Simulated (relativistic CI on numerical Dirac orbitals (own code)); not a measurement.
# Tc⁷⁺: q coefficients and field-shift factors

Computed by Dirac-Coulomb-Breit CI, orbitals from a KLI potential per configuration, derivatives by finite differences, unscaled Slater integrals, QED left out (own radial code, finite nucleus).

CI space (outside the closed core [Ar] 3d10): 4s²4p⁶, 4s²4p⁵4d, 4s4p⁶4d, 4s²4p⁵4f, 4s²4p⁵5s, 4s4p⁶4f, 4p⁶4d², 4p⁵4d³, 4p⁵4d²4f, 4p⁵4d²5s. Double excitations out of closed p, d and f shells are left out; levels of such configurations are missing from the list, as are those of other unlisted configurations, and high levels can miss mixing partners.

With x = (α/α₀)² − 1 an excitation energy changes as ω = ω₀ + qx; K = 2q/ω₀ is the relative enhancement. Terms are leading LS components, so labels can repeat. The field-shift factor is F = δν/δ⟨r²⟩ for the transition from the lowest level.

Lowest level 4s²4p⁶ ¹S0.

| Level | ω₀ (cm⁻¹) | q (cm⁻¹) | K | F (GHz/fm²) |
| --- | --- | --- | --- | --- |
| 4s²4p⁵4d ³P°0 | 328495 | 1619 | 0.00986 | 1.09 |
| 4s²4p⁵4d ³P°1 | 332439 | 4456 | 0.0268 | 1.08 |
| 4s²4p⁵4d ³P°2 | 340451 | 9889 | 0.0581 | 1.05 |
| 4s²4p⁵4d ³F°4 | 342664 | 5341 | 0.0312 | 1.04 |
| 4s²4p⁵4d ³F°3 | 346132 | 5063 | 0.0293 | 0.991 |
| 4s²4p⁵4d ³F°2 | 352832 | 8734 | 0.0495 | 0.964 |
| 4s²4p⁵4d ³D°3 | 367193 | 4976 | 0.0271 | 1.2 |
| 4s²4p⁵4d ¹D°2 | 376647 | 23980 | 0.127 | 0.788 |
| 4s²4p⁵4d ³D°1 | 377200 | 16710 | 0.0886 | 0.963 |
| 4s²4p⁵4d ³D°2 | 384450 | 28260 | 0.147 | 0.847 |
| 4s²4p⁵4d ¹F°3 | 387784 | 30390 | 0.157 | 0.784 |
| 4s²4p⁵4d ¹P°1 | 485147 | 14880 | 0.0613 | 1.18 |
| 4s²4p⁵5s ³P°2 | 560729 | -13640 | -0.0486 | 12.4 |

At this charge configurations can still be misplaced by up to about 7 % of their energy.
